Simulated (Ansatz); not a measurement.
F2GeH5NSi (`F[SiH](F)[NH][GeH3]`), relaxed with RKS PBE-D4/def2-SVP in Ansatz from a rough embedded geometry. The force threshold is 0.03 eV/Å; the program also tests the step.

Charge 0, multiplicity 1.

Start:

```xyz
10

F     0.448   -2.157    0.140
Si   -0.919   -1.135    0.131
F    -1.415   -0.802    1.640
N    -0.547    0.348   -0.784
Ge    0.893    1.211    0.106
H    -2.042   -1.848   -0.559
H    -0.215    0.104   -1.709
H     1.241    2.492   -0.642
H     2.116    0.265    0.141
H     0.440    1.522    1.535
```

By how much does the energy fall, and how many steps does the optimiser take? (An estimate is asked.)

Computed: 0.42 eV, in 21 steps.

Which bonds change most? (Estimate.)

The calculation gave: F1–Si2 from 1.707 to 1.633 Å; Si2–N4 from 1.781 to 1.711 Å; N4–Ge5 from 1.900 to 1.868 Å; Ge5–H8 from 1.524 to 1.552 Å.

Give the relaxed structure. (An estimate is asked.)

Ansatz gave: 
```xyz
10

F    -0.169   -2.415    0.730
Si   -1.029   -1.190    0.077
F    -1.755   -0.494    1.360
N    -0.054   -0.020   -0.704
Ge    1.050    1.245    0.114
H    -2.032   -1.775   -0.855
H    -0.013   -0.058   -1.726
H     0.557    2.672   -0.245
H     2.508    1.053   -0.383
H     0.936    0.982    1.632
```
